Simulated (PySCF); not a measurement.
## Br¹⁷⁺: ionisation energy

Br¹⁷⁺ [Ar] → Br¹⁸⁺ [Ne] 3s2 3p5 [3p1/2^2 3p3/2^3, M_J = 3/2], as a difference of total energies. Calculation: PySCF 2.14, in an uncontracted even-tempered set (19 s from 1.7 bohr⁻², ratio 2.4; 14 p from 2.2 bohr⁻², ratio 2.4; 5 d from 11 bohr⁻², ratio 2.6; 4 f from 17 bohr⁻², ratio 2.6); the two-component X2C-1e Hamiltonian. Correlated levels: 1s2 frozen; the 56 highest virtual spinors dropped. "Screened" scales the spin-orbit matrix elements by Boettger's factors to mimic the two-electron term; Breit and QED terms are absent.

```
                    method  ionisation energy (eV)
           GHF (spin-free)                  718.67
          GMP2 (spin-free)                  719.48
 GHF (screened spin-orbit)                  715.50
GMP2 (screened spin-orbit)                  716.30
```

**Question.** How much does correlation contribute at GMP2 (screened spin-orbit)?

**Answer.** 716.30 − (715.50) = 0.80 eV, measured against GHF (screened spin-orbit).

Breit and QED terms and the two-electron picture change are absent.

The spin-free rows lack the spin-orbit shift.

For comparison: 716.3 ± 2.3 eV (semi-empirical (NIST evaluation); NIST Atomic Spectra Database, ionization energies).
